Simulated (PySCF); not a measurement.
C6H9NO2 (charge +1 and doublet state).
Atom-mapped SMILES: `[CH3:1]/[CH:2]=[N:3]/[C:4](=[O+:5])[CH2:6][CH2:7][CH:8]=[O:9]` (hydrogens: H10, H11, H12 on C1; H13 on C2; H14, H15 on C6; H16, H17 on C7; H18 on C8)

Cartesian coordinates in Å at the GFN2-xTB level; atoms count from 1:
```
atom  x, y, z in Å
C1     3.3999   -0.1272    0.1540
C2     2.2588   -0.6102   -0.6295
N3     1.0706   -0.3432   -0.3310
C4    -0.2088   -0.5285   -0.4572
O5    -0.7970   -1.5003    0.0464
C6    -0.9971    0.5844   -1.1414
C7    -2.2880    0.9249   -0.3990
C8    -3.0513   -0.2670    0.0781
O9    -4.1713   -0.4469    0.3730
H10    3.9693   -0.9904    0.5039
H11    3.0910    0.4759    1.0025
H12    4.0743    0.4396   -0.4883
H13    2.4797   -1.1998   -1.5213
H14   -1.2314    0.2231   -2.1475
H15   -0.3680    1.4691   -1.2353
H16   -2.0667    1.5086    0.5033
H17   -2.9445    1.5290   -1.0338
H18   -2.2282   -1.1347    0.1820
```

The hyperfine couplings belong to this conformer and change with its torsions.

Computed, not measured: UKS B3LYP, pcH-1 on C H N O, non-relativistic, mean-field spin-orbit, GIAO (PySCF). The structure is a single GFN2-xTB conformer in the gas phase; no vibrational or solvent corrections. Couplings are sensitive to structure, and on GFN2-xTB geometries they can be far from those on DFT ones, by a factor of two or more for some ions and for spin on atoms past the first row. The frame is twisted about the N3–C4 bond at this geometry (dihedral C2–N3–C4–O5 = 76°); couplings at other torsion angles weren't computed. No stability test was run, so a lower SCF solution isn't excluded.

**Question.** The isotropic 17O couplings are -64.0, -29.6 MHz. Assign them to O5; O9.

**Answer.** 
```
site  a_iso (MHz)  ρ(0) (bohr⁻³)                 position  distance from O9 (Å)  spin population  largest |T| (MHz)
  O5        -64.0        +0.1057         a main spin site                  3.55            +0.29              102.1
  O9        -29.6        +0.0488  largest spin population                  0.00            +0.39              126.9
```

**Question.** Match the computed a_iso(1H) values +258.2, +12.9, +8.4, +4.3, +0.5 MHz (means over equivalent nuclei) with the sites H10/H11/H12; H13; H14/H15; H16/H17; H18.

**Answer.** 
```tsv
site	a_iso (MHz)	ρ(0) (bohr⁻³)	position	distance from O9 (Å)	bound to	spin population there	largest |T| (MHz)
H10/H11/H12	+0.5	+0.0001	5 bonds from O5	7.95	C1	0.00	0.9
H13	+4.3	+0.0010	4 bonds from O5	6.96	C2	0.00	1.7
H14/H15	+8.4	+0.0019	3 bonds from O5	4.24	C6	+0.01	3.4
H16/H17	+12.9	+0.0029	3 bonds from O9	2.80	C7	+0.09	7.0
H18	+258.2	+0.0578	2 bonds from O9	2.07	C8	+0.09	53.8
```

ρ(0) is the spin density at the nucleus and T the dipolar tensor; entries for several nuclei are means. The Mulliken spin populations are largest on O9 (+0.39), O5 (+0.29), C7 (+0.09) and H18 (+0.09). Main spin sites, with 60 % or more of the largest population: O5, O9; positions count bonds from the nearest.

The spin density at the nucleus, in bohr⁻³, is negative for C4 (-0.0079), C8 (-0.0070) and C6 (-0.0021), for instance. A restricted open-shell determinant has no negative spin density anywhere; here it arises because α and β orbitals differ (spin polarisation).

Class means assume fast exchange of nuclei equivalent by connectivity; if that motion is slow, each nucleus keeps its own coupling. The 1H value of +12.9 MHz is a mean of couplings from -6.0 to 31.7 MHz in this one geometry, not an average over conformers. The 1H value of +8.4 MHz is a mean of couplings from -2.6 to 19.3 MHz in this one geometry, not an average over conformers.

The SMILES `C/C=N/C(=[O+])CCC=O` draws the unpaired electron on O5, whose computed spin population is only +0.29.
